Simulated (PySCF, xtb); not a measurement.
Al(All)(Cl)(H) (C₃H₆AlCl), SMILES C=C[CH2][AlH][Cl]. Other conformers were not sampled.

Harmonic wavenumbers (cm⁻¹) from xtb with GFN2-xTB at its own minimum, in rising order: 43, 72, 109, 161, 378, 416, 487, 581, 599, 645, 677, 860, 943, 992, 1007, 1071, 1154, 1290, 1399, 1434, 1679, 1824, 2882, 2919, 3039, 3070, 3125.

What does PySCF with PBE-D3(BJ)/def2-SVP give at its own minimum? (Estimate from the structure and the level; the computed values follow.)

71, 137, 152, 335, 418, 437, 467, 566, 600, 677, 737, 812, 871, 908, 985, 1005, 1168, 1253, 1356, 1404, 1552, 1929, 3041, 3070, 3073, 3155, 3183. Paired by order, the mean absolute difference is 60 cm⁻¹ and the zero-point energies are 47.0 and 47.7 kcal/mol.
